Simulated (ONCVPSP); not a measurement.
LDA (Perdew-Zunger) ONCV dataset for Ru, scalar-relativistic all-electron reference.

ONCVPSP 4.0.1 input, shortened (lines: element, Z, core and valence counts, functional; n l f; lmax; l rc ep ncon nbas qcut; lloc lpopt rc5 dvloc0; l nproj debl; icmod fcfact rcfact), LDA (Perdew-Zunger), scalar-relativistic:

```
  Ru 44.00    8    2        3      upf
    1    0    2.00
    2    0    2.00
    2    1    6.00
    3    0    2.00
    3    1    6.00
    3    2   10.00
    4    0    2.00
    4    1    6.00
    4    2    7.00
    5    0    1.00
    2
    0    2.65    0.00    4    8    2.70
    1    2.45    0.47    5   10    3.80
    2    1.95    0.00    4    9    7.40
    4    5    1.40    0.00
    0    2    3.40
    1    1    3.60
    2    2    3.40
    1    0.60    0.00
```

All-electron outer shells of the reference configuration (LDA (Perdew-Zunger), scalar-relativistic, ld1.x):

```csv
shell,level (eV),outermost node (bohr),outermost maximum (bohr)
4p,-46.53,0.49,0.98
4d,-5.40,0.48,1.21
5s,-4.52,1.24,2.73
```

What the tests gave:

```
Cutoffs needed             : 20 Ha and 23 Ha (the cutoffs (Ha) at which the residual kinetic energy of the hardest occupied pseudo-wave falls to 1 and 0.1 mHa per electron)
Ghost test                 : ghosts flagged at negative energy: s at -11.2 eV, p at -18.0 eV; no localised positive-energy state flagged; a true bound ghost makes a file unfit for plane-wave use
Largest excitation error   : -275 meV (all-electron minus pseudo) for 4d5 5s0, out of 4 test configurations
rms error of d²Exc/dni dnj : 6.64 mHa without and 0.75 mHa with the model core
```

Generation and tests took about 2.5 s on one core of a shared server CPU.
